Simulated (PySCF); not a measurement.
A calculated (M06-L, PySCF 2.14, cc-pVTZ, no relativity, point nucleus) atom or ion has these occupied shells.

```json
{"shell": "1s α", "electrons": "1", "orbital energy (eV)": "-8146.8", "rms radius, mean of both spins (bohr)": "0.0635"}
{"shell": "1s β", "electrons": "1", "orbital energy (eV)": "-8146.8", "rms radius, mean of both spins (bohr)": "0.0635"}
{"shell": "2s α", "electrons": "1", "orbital energy (eV)": "-975.32", "rms radius, mean of both spins (bohr)": "0.269"}
{"shell": "2s β", "electrons": "1", "orbital energy (eV)": "-973.78", "rms radius, mean of both spins (bohr)": "0.269"}
{"shell": "2p α", "electrons": "3", "orbital energy (eV)": "-848.26", "rms radius, mean of both spins (bohr)": "0.240"}
{"shell": "2p β", "electrons": "3", "orbital energy (eV)": "-847.14", "rms radius, mean of both spins (bohr)": "0.240"}
{"shell": "3s α", "electrons": "1", "orbital energy (eV)": "-114.26", "rms radius, mean of both spins (bohr)": "0.802"}
{"shell": "3s β", "electrons": "1", "orbital energy (eV)": "-109.94", "rms radius, mean of both spins (bohr)": "0.802"}
{"shell": "3p α", "electrons": "3", "orbital energy (eV)": "-74.757", "rms radius, mean of both spins (bohr)": "0.849"}
{"shell": "3p β", "electrons": "3", "orbital energy (eV)": "-70.817", "rms radius, mean of both spins (bohr)": "0.849"}
{"shell": "3d α", "electrons": "5", "orbital energy (eV)": "-10.488", "rms radius, mean of both spins (bohr)": "1.16"}
{"shell": "3d β", "electrons": "3", "orbital energy (eV)": "-8.563", "rms radius, mean of both spins (bohr)": "1.16"}
{"shell": "4s α", "electrons": "1", "orbital energy (eV)": "-5.736", "rms radius, mean of both spins (bohr)": "3.08"}
{"shell": "4s β", "electrons": "1", "orbital energy (eV)": "-5.307", "rms radius, mean of both spins (bohr)": "3.08"}
```

(1) Name the element and its charge.

Results:

(1) Ni (nickel, neutral), in [Ar] 3d8 4s2, high-spin 3F determinant.
